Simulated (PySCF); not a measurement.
Species: C5H10N2.
Z-matrix (Å and degrees, GFN2-xTB geometry), rows numbered from 1:
```
C 
C   1  1.4988
N   2  1.2714  1  115.83
N   3  1.3599  2  123.52  1   177.45
C   2  1.4876  1  118.88  3  -179.64
C   5  1.5103  2  120.71  1    60.74
C   6  1.4926  5   60.06  2  -111.84
H   1  1.0890  2  110.48  3  -116.50
H   1  1.0889  2  110.86  3   123.23
H   1  1.0856  2  108.96  3     3.06
H   4  1.0105  3  109.80  2   159.43
H   4  1.0164  3  117.81  2    28.06
H   5  1.0852  2  113.40  1  -155.56
H   6  1.0800  5  118.26  7  -108.89
H   6  1.0797  5  117.75  7   108.23
H   7  1.0801  5  117.39  6   108.65
H   7  1.0780  5  118.96  6  -108.08
```

The closed-shell ground state was solved at several levels (PySCF, density fitting, gas phase, non-relativistic).

| level | basis functions | total energy (Eh) | HOMO (eV) | LUMO (eV) | gap (eV) | dipole (D) |
| --- | --- | --- | --- | --- | --- | --- |
| B3LYP/pcJ-1 | 289 | -306.0040 | -5.81 | 0.43 | 6.24 | 2.14 |
| PBE0/pcSseg-1 | 169 | -305.5852 | -6.05 | 0.66 | 6.71 | 2.16 |

Problem. Estimate the row for B3LYP/def2-SVPD, a basis of 220 functions; the other rows only guide the guess.

Solution. Total energy -305.7857 Eh, HOMO -5.94 eV, LUMO 0.21 eV, gap 6.15 eV, dipole 2.14 D.

Problem. Over all these levels, which gives the widest orbital gap and which the narrowest?

Solution. PBE0/pcSseg-1 (global hybrid, 25 % exact exchange) has the widest, 6.71 eV, and B3LYP/def2-SVPD (global hybrid, 20 % exact exchange) the narrowest, 6.15 eV. Functional and basis both differ between the two, so the spread mixes both effects.

Problem. How far do the dipole and the HOMO energy spread over the levels?

Solution. The dipole runs from 2.14 to 2.16 D (mean 2.15 D) and the HOMO from -6.05 to -5.81 eV.

One conformer stands for the species.
